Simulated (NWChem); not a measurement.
Molecule: SiH₃TeI; SMILES [SiH3][Te]I

```xyz
6

Te     0.6520    -1.0271     0.0000
I     -0.0597     1.6012     0.0000
Si    -1.7311    -1.8186     0.0000
H     -1.6303    -3.3094     0.0000
H     -2.4375    -1.3438    -1.2232
H     -2.4375    -1.3438     1.2232
```
Atoms are numbered in this order, from 1.

Geometry: optimised at PBE0/def2-SVP. No frequency run checked for a minimum. def2 effective core potentials on Te, I; no spin-orbit coupling.

Symmetry labels are those of Cs in the frame above (b1 and b2, or b-type labels, depend on it).

Q: List the 4 lowest vertical singlet excitations from CAM-B3LYP/def2-SVPD with def2 effective core potentials on Te, I, TDA (NWChem).

A: 
| state | energy (eV) | oscillator strength | symmetry | leading excitation (squared amplitude) |
|---|---|---|---|---|
| S1 | 2.12 | 0.001 | a" | HOMO → LUMO (0.99) |
| S2 | 3.34 | 0.003 | a' | HOMO−1 → LUMO (0.98) |
| S3 | 4.01 | 0.001 | a" | HOMO−2 → LUMO (0.95) |
| S4 | 4.47 | 0.004 | a" | HOMO → LUMO+1 (0.91) |
